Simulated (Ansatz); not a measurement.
Cl$_{3}$GaH$_{4}$OSi, SMILES `[SiH3][OH+][Ga-]([Cl])([Cl])[Cl]`, charge 0, multiplicity 1.

Q: Give a relaxed structure at PBE0-D4/def2-TZVP (Ansatz 0.2.0). (Estimate.)

A: Computed: 
Cartesian coordinates in Å:
```
Si -1.332 0.419 -0.849
O -0.161 0.551 0.381
Ga 1.501 -0.618 0.633
Cl 0.733 -2.450 -0.188
Cl 1.557 -0.411 2.774
Cl 2.985 0.400 -0.519
H -2.019 1.730 -0.896
H -2.283 -0.659 -0.509
H -0.555 0.140 -2.068
H -0.425 0.900 1.240
```
This is one stationary point; other conformers may exist.
